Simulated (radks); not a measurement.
Ionisation of the iron ion Fe2+, [Ar] 3d6, to [Ar] 3d5 as the strength of local exchange is varied. Calculated with a radial shooting solver on a logarithmic mesh with Libxc functionals: non-relativistic Kohn-Sham, Slater X-alpha exchange (alpha = 2/3 is LDA exchange), no correlation, spin-polarised, spherical densities, point nucleus; open shells are filled with parallel spins first.

alpha,E(Fe2+) (hartree),exchange (hartree),IE (eV),-e of the level emptied (eV),<r> of it (bohr)
0.592,-1252.55911,-44.61093,28.534,20.837 (3d),1.139
0.667,-1258.22378,-50.49295,29.761,21.924 (3d),1.118
0.71,-1261.48320,-53.88835,30.487,22.572 (3d),1.105
0.787,-1267.34102,-60.01025,31.827,23.778 (3d),1.085
0.821,-1269.93623,-62.73044,32.436,24.329 (3d),1.076
0.923,-1277.75351,-70.95322,34.321,26.048 (3d),1.051

NIST Atomic Spectra Database: 30.65 eV (measured). The Delta-SCF value meets it near alpha = 0.72. Open shells are spherical and high-spin; term and fine-structure splittings are not resolved.
